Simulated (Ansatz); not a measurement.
Cu₄⁻, 4 atoms. Hardware: 4 threads of Arm Neoverse V1 on a shared host.

Correlated methods freeze 36 core orbitals.

**Question.** How many basis functions does each of these Ansatz runs have, and roughly what does it cost? RPA@PBE/def2-TZVPD, charge -1 doublet, energy, from earlier orbitals; r2SCAN-D4/def2-TZVPD, charge -1 quartet, energy, from earlier orbitals; PBE-QIDH/def2-TZVPD, charge -1 quartet, energy, from earlier orbitals; r2SCAN-D4/def2-TZVPD, charge 0 singlet at the geometry of the charge -1 doublet, energy, from earlier orbitals; PBE0-D4/def2-TZVPD, charge 0 singlet at the geometry of the charge -1 doublet, energy; r2SCAN-D4/def2-TZVPD, charge 0 triplet at the geometry of the charge -1 doublet, energy, from earlier orbitals; r2SCAN-D4/def2-SVPD, charge -1 quartet, relaxation, 12 steps; PBE0-D4/def2-TZVPD, charge 0 triplet at the geometry of the charge -1 doublet, energy; PBE0-D4/def2-TZVPD, charge -1 quartet, energy, from earlier orbitals; MP2/def2-TZVPD, charge -1 quartet, energy, from earlier orbitals; PBE-D4/def2-TZVPD, charge -1 quartet, energy, from earlier orbitals; r2SCAN-D4/def2-TZVPD, charge -1 doublet, energy and forces, from earlier orbitals.

**Answer.** Other jobs shared the machine, so times can vary by a factor of up to 3. A dash marks memory too small to be measured apart from the calling script's.

```
                                                                                                           run  functions  fitting or Cholesky vectors  wall time  peak host memory (GiB)
                                           PBE-D4/def2-TZVPD, charge -1 quartet, energy, from earlier orbitals        192                         1876        5 s                       –
                         PBE0-D4/def2-TZVPD, charge 0 singlet at the geometry of the charge -1 doublet, energy        192                         1912      5.5 s                    0.76
r2SCAN-D4/def2-TZVPD, charge 0 singlet at the geometry of the charge -1 doublet, energy, from earlier orbitals        192                         1876        7 s                       –
                                              MP2/def2-TZVPD, charge -1 quartet, energy, from earlier orbitals        192                         1912      9.5 s                    0.86
                         PBE0-D4/def2-TZVPD, charge 0 triplet at the geometry of the charge -1 doublet, energy        192                         1912       11 s                     1.1
                                        r2SCAN-D4/def2-TZVPD, charge -1 quartet, energy, from earlier orbitals        192                         1876       13 s                       –
                                          RPA@PBE/def2-TZVPD, charge -1 doublet, energy, from earlier orbitals        192                         1912       14 s                    0.71
                                          PBE0-D4/def2-TZVPD, charge -1 quartet, energy, from earlier orbitals        192                         1912       14 s                    0.98
r2SCAN-D4/def2-TZVPD, charge 0 triplet at the geometry of the charge -1 doublet, energy, from earlier orbitals        192                         1876       15 s                       –
                             r2SCAN-D4/def2-TZVPD, charge -1 doublet, energy and forces, from earlier orbitals        192                         1876       18 s                       –
                                         PBE-QIDH/def2-TZVPD, charge -1 quartet, energy, from earlier orbitals        192                         1912       20 s                    0.97
                                                  r2SCAN-D4/def2-SVPD, charge -1 quartet, relaxation, 12 steps        136                         1600       79 s                       –
```
